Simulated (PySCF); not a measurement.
# Circular dichroism: `[BH3-][NH2+][C@H]1C[C@@H]1CF`, C4H11BFN

Geometry:
```tsv
atom	x (Å)	y (Å)	z (Å)
B1	2.157	1.090	-0.313
N2	1.437	-0.367	0.005
C3	0.167	-0.557	-0.654
C4	-0.849	-1.514	-0.100
C5	-1.075	-0.030	-0.005
C6	-2.134	0.637	-0.851
F7	-2.288	-0.017	-2.048
H8	3.169	1.070	0.318
H9	1.391	1.922	0.061
H10	2.344	1.118	-1.488
H11	1.327	-0.410	1.013
H12	2.103	-1.079	-0.281
H13	0.248	-0.458	-1.728
H14	-0.616	-2.052	0.807
H15	-1.451	-2.073	-0.800
H16	-0.973	0.439	0.965
H17	-1.851	1.669	-1.086
H18	-3.112	0.617	-0.356
```

Computed, not measured: TDDFT CAM-B3LYP/def2-SVPD circular dichroism and optical rotation, one conformer, gas phase (PySCF 2.14.0). Geometry: GFN2-xTB.

The molecule is flexible and this is one conformer; a measurement averages over conformers.

Question: Assign R or S to each stereocentre.

Answer: C3 S, C5 S.

Question: List the lowest 8 singlet excitations with oscillator and rotatory strengths.

Answer: Rotatory strengths R in 10⁻⁴⁰ esu² cm², velocity form and length form (origin at the centre of mass); f in length form.
```tsv
state	E (eV)	λ (nm)	f	R (velocity)	R (length)	main
1	7.13	174	0.022	-1.5	-1.3	HOMO→LUMO 0.81
2	7.25	171	0.019	+1.2	+0.7	HOMO−1→LUMO 0.82
3	7.85	158	0.012	-1.4	-1.2	HOMO−2→LUMO 0.80
4	8.10	153	0.002	-2.9	-3.5	HOMO→LUMO+1 0.59
5	8.15	152	0.002	-2.7	-2.5	HOMO−1→LUMO+1 0.45, HOMO−3→LUMO 0.27
6	8.21	151	0.001	-1.5	-1.7	HOMO−3→LUMO 0.42, HOMO−1→LUMO+1 0.30
7	8.42	147	0.081	+11.4	+11.9	HOMO−1→LUMO+3 0.65, HOMO−1→LUMO+5 0.18
8	8.44	147	0.022	-19.7	-19.6	HOMO−2→LUMO+1 0.43, HOMO→LUMO+3 0.25
```

Among the states computed, the strongest CD band (largest |R|) is state 8. The largest dissymmetry factor in size, g = 4R/(D+G), with D and G the electric and magnetic dipole strengths, is -0.021 for state 4 (velocity form, f = 0.002), among bands with |R| over 0.5. The mirror image has the same energies and oscillator strengths and all R with the opposite sign.
